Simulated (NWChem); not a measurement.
## silicon dioxide molecule (O₂Si)

SMILES: O=[Si]=O
```xyz
3

O      0.0000     0.0000    -1.5184
Si     0.0000     0.0000     0.0000
O      0.0000     0.0000     1.5184
```
Charge 0, spin multiplicity 1.

Everything below was run with NWChem. All single points use one geometry, from PBE0/def2-SVP, a minimum by its harmonic frequencies.

Static limit.

### Question
Give the polarisability tensor in bohr³ at HF/def2-SVPD, in the frame of the coordinates, and its isotropic mean.

### Answer
```
22.02   0.00   0.00
 0.00  22.02   0.00
 0.00   0.00  32.51
```
Mean (one third of the trace): 25.52 bohr³.
